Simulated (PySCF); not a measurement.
## Orbital levels and atomic charges: C12H14N4

System: C12H14N4 (cyanobenzene emitter), SMILES CN(C)c1ccc(C#N)c(N(C)C)c1C#N.

Cartesian coordinates (Å):
```
  1 C     2.839    0.734   -1.275
  2 N     2.552   -0.044   -0.095
  3 C     3.710   -0.586    0.572
  4 C     1.293   -0.426    0.256
  5 C     1.086   -1.596    1.005
  6 C    -0.184   -1.996    1.332
  7 C    -1.315   -1.292    0.907
  8 C    -2.551   -1.909    1.170
  9 N    -3.510   -2.503    1.393
 10 C    -1.164   -0.090    0.177
 11 N    -2.236    0.634   -0.246
 12 C    -3.513    0.599    0.421
 13 C    -2.220    1.421   -1.454
 14 C     0.158    0.353   -0.089
 15 C     0.354    1.686   -0.490
 16 N     0.520    2.802   -0.714
 17 H     1.988    0.729   -1.953
 18 H     3.690    0.288   -1.795
 19 H     3.078    1.773   -1.030
 20 H     3.506   -0.725    1.633
 21 H     4.029   -1.543    0.142
 22 H     4.529    0.126    0.474
 23 H     1.921   -2.206    1.303
 24 H    -0.332   -2.906    1.895
 25 H    -4.214   -0.094   -0.057
 26 H    -3.944    1.603    0.395
 27 H    -3.395    0.308    1.463
 28 H    -2.113    2.490   -1.250
 29 H    -1.401    1.108   -2.100
 30 H    -3.159    1.259   -1.989
```

Method: CAM-B3LYP/6-31G*, gas phase, PySCF, fitting set def2-universal-JFIT up to Ne and JKFIT beyond, grid level 1.

Q: Give the orbital energies near the gap.

A: 
| orbital | eV |
| --- | --- |
| HOMO-4 | -10.44 |
| HOMO-3 | -10.06 |
| HOMO-2 | -9.28 |
| HOMO-1 | -7.48 |
| HOMO | -6.93 |
| LUMO | 0.01 |
| LUMO+1 | 0.71 |
| LUMO+2 | 2.33 |
| LUMO+3 | 2.91 |

Q: Give the partial charges of the non-hydrogen atoms.

A: 
```json
{"atom": "C1", "Mulliken": "-0.34", "IAO": "-0.29", "Hirshfeld": "-0.04"}
{"atom": "N2", "Mulliken": "-0.43", "IAO": "-0.16", "Hirshfeld": "-0.04"}
{"atom": "C3", "Mulliken": "-0.33", "IAO": "-0.29", "Hirshfeld": "-0.04"}
{"atom": "C4", "Mulliken": "0.35", "IAO": "0.17", "Hirshfeld": "0.08"}
{"atom": "C5", "Mulliken": "-0.22", "IAO": "-0.23", "Hirshfeld": "-0.09"}
{"atom": "C6", "Mulliken": "-0.14", "IAO": "-0.07", "Hirshfeld": "-0.01"}
{"atom": "C7", "Mulliken": "0.06", "IAO": "-0.14", "Hirshfeld": "-0.03"}
{"atom": "C8", "Mulliken": "0.01", "IAO": "0.13", "Hirshfeld": "0.07"}
{"atom": "N9", "Mulliken": "-0.29", "IAO": "-0.27", "Hirshfeld": "-0.25"}
{"atom": "C10", "Mulliken": "0.33", "IAO": "0.17", "Hirshfeld": "0.08"}
{"atom": "N11", "Mulliken": "-0.44", "IAO": "-0.17", "Hirshfeld": "-0.05"}
{"atom": "C12", "Mulliken": "-0.34", "IAO": "-0.29", "Hirshfeld": "-0.04"}
{"atom": "C13", "Mulliken": "-0.34", "IAO": "-0.29", "Hirshfeld": "-0.04"}
{"atom": "C14", "Mulliken": "-0.03", "IAO": "-0.17", "Hirshfeld": "-0.04"}
{"atom": "C15", "Mulliken": "0.04", "IAO": "0.13", "Hirshfeld": "0.07"}
{"atom": "N16", "Mulliken": "-0.30", "IAO": "-0.28", "Hirshfeld": "-0.24"}
```
